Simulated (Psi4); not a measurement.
C₂Cl₂O₂Pt (SMILES [O+]#[C-]->[Pt]([Cl])([Cl])<-[C-]#[O+]), singlet, at a GFN2-xTB geometry (such geometries of metal compounds can be far from the true shape) (core potentials on Pt). Base run: HF/def2-SVP (Psi4 1.11).

Psi4 was given this input:
```
memory 2 GB

molecule mol {
0 1
  Pt    0.000000    0.000000   -0.000000
  Cl    2.122640   -0.925536    0.001587
  Cl   -2.122640    0.925536   -0.001587
  O     1.140191    2.793476    0.029027
  C     0.726436    1.746043    0.018205
  O    -1.140191   -2.793476   -0.029027
  C    -0.726436   -1.746043   -0.018205
}

set basis def2-svp
set reference rhf

energy('scf')
print_variables()
```

Variants of this job, named by their change:

```
change                                        ΔE vs base (mEh)  SCF cycles  basis functions        outcome
--------------------------------------------  ----------------  ----------  ---------------  -------------
base                                                     0.000          10              124      converged
damping_percentage = 50                                      -           -              124  not converged
d_convergence = 1e-8                                     0.000          13              124      converged
scf_type = mem_df                                        0.000          10              124      converged
d_convergence = 1e-4                                     0.000          10              124      converged
scf_initial_accelerator = ediis                          0.000          10              124      converged
level_shift = 1.0                                        0.000          10              124      converged
cholesky_tolerance = 1e-3 (with scf_type cd)               ___          10              124      converged
scf_type = dfdirj+link                                  -0.500          10              124      converged
scf_type = out_of_core                                  -0.430          10              124      converged
soscf = true                                             0.000           6              124      converged
scf_type = disk_df                                       0.000          10              124      converged
scf_type = dfdirj+cosx                                  -0.131          11              124      converged
```

Task: Complete the blanks.

Result: 
- cholesky_tolerance = 1e-3 (with scf_type cd), ΔE vs base (mEh): 9.938
